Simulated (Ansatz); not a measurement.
**What each rung costs, and what it gives**

Saddle point of SiNH₇Cl₂O, closed shell (SiH₂Cl₂ ([Cl][SiH2][Cl]) + H₂O + NH₃ → SiNH₃Cl₂ ([NH2][SiH]([Cl])[Cl]) + H₂O + H₂; bonds formed: H2–H8, H6–O9; dative contacts that become bonds: Si1–N7; bonds broken: Si1–H2, H6–N7, H8–O9), PBE0-D4/def2-TZVP structure:

Si1  (-1.068, -0.331, -0.307)
H2  (-0.216, -0.980, 1.053)
Cl3  (-0.139, -1.813, -1.428)
Cl4  (-2.164, 0.550, -1.931)
H5  (-2.261, -0.609, 0.517)
H6  (1.218, 0.521, 0.265)
N7  (-0.004, 1.115, -0.059)
H8  (0.816, -0.786, 1.005)
O9  (1.853, -0.254, 0.789)
H10  (-0.089, 1.767, -0.831)
H11  (-0.260, 1.611, 0.791)
H12  (2.314, -0.792, 0.136)
(Å)

Barriers are electronic and count from the start structure reached by relaxing down the imaginary mode.

Computed with Ansatz 0.2.0 (basis: as named in each row); correlated methods freeze the cores. B3LYP uses VWN-RPA correlation. Extrapolation: Hartree–Fock as exp(−7.88 √X), correlation as X^−2.97.

Times are rough, for one single point on 8 threads of a shared host (Intel Xeon).

The estimate by CCSD(T) at an estimated basis limit (MP2 extrapolated from triple and quadruple zeta, plus CCSD(T) − MP2 in triple zeta) is 156.9 kJ/mol.

```
      method       basis  time (s)  barrier (kJ/mol)  method less estimate
          HF      STO-3G   under 1             223.8                  66.9
      PBE-D4      STO-3G   under 1              20.4                -136.5
       SPW92    def2-SVP   under 1              62.0                 -94.9
    B3LYP-D4       6-31G         1             165.6                   8.7
      PBE-D4    def2-SVP         1             103.5                 -53.4
     PBE0-D4    def2-SVP         2             126.6                 -30.3
       SPW92  def2-TZVPP         2              73.1                 -83.8
      PBE-D4  def2-TZVPP         3             113.9                 -43.0
     BLYP-D4  def2-TZVPP         3             131.2                 -25.7
    BHLYP-D4  def2-TZVPP         5             167.8                  10.9
    B3LYP-D4  def2-TZVPP         5             144.5                 -12.4
     wB97M-V    def2-SVP         5             141.6                 -15.3
     PBE0-D4  def2-TZVPP         5             132.3                 -24.6
   r2SCAN-D4  def2-TZVPP         6             122.1                 -34.8
CAM-B3LYP-D4  def2-TZVPP         6             147.1                  -9.8
  r2SCAN0-D4  def2-TZVPP         6             137.1                 -19.8
     CCSD(T)    def2-SVP         7             166.9                  10.0
  RPA on PBE  def2-TZVPP         8             158.8                   1.9
      B97M-V  def2-TZVPP         8             140.7                 -16.2
    PBE-QIDH  def2-TZVPP         9             146.7                 -10.2
     wB97X-V  def2-TZVPP         9             151.9                  -5.0
      B2PLYP  def2-TZVPP         9             153.1                  -3.8
     wB97M-V  def2-TZVPP        10             151.3                  -5.6
         MP2  def2-QZVPP        34             148.5                  -8.4
     CCSD(T)  def2-TZVPP       180             157.9                   1.0
```

All methods are single points on the PBE0-D4 structures.

T1 diagnostic: at most 0.010.

Labels in which every atom is bracketed show which atoms are joined, not bond orders.
